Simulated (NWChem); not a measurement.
C$_{4}$H$_{4}$O$_{2}$; SMILES C1(=O)CC=CO1

```xyz
10

O      0.0187     2.0354     0.0000
C     -0.0186     0.8346     0.0000
C     -1.2093    -0.1268     0.0000
C     -0.5573    -1.4767     0.0000
C      0.7748    -1.2757     0.0000
O      1.1468     0.0563     0.0000
H     -1.8451     0.0788    -0.8884
H     -1.8451     0.0788     0.8884
H     -1.0644    -2.4481     0.0000
H      1.6128    -1.9836     0.0000
```
Atoms are numbered in this order, from 1.

Results from NWChem. Coordinates come from a PBE-D3(BJ)/def2-SVP optimisation. Level: M05-2X/def2-SVP with SMD (1 M gas to 1 M solution), gas-phase geometry.

```tsv
solvent	dielectric constant	solvation free energy (kcal/mol)	cavity-dispersion-structure term (kcal/mol)	dipole in solution (D)
water	78.4	-5.7	4.2	5.26
benzene	2.27	-5.7	___	___
1-octanol	9.86	-5.8	2.7	5.03
cyclohexanone	15.6	-7.4	-1.3	4.73
2-propanol	19.3	-6.8	1.8	5.06
acetone	20.5	-7.8	-1.3	4.77
N,N-dimethylformamide	37.2	-7.8	-1.4	4.77
```

Question: What belongs in the gaps?

Answer: 
- benzene, cavity-dispersion-structure term (kcal/mol): -2.2
- benzene, dipole in solution (D): 4.38
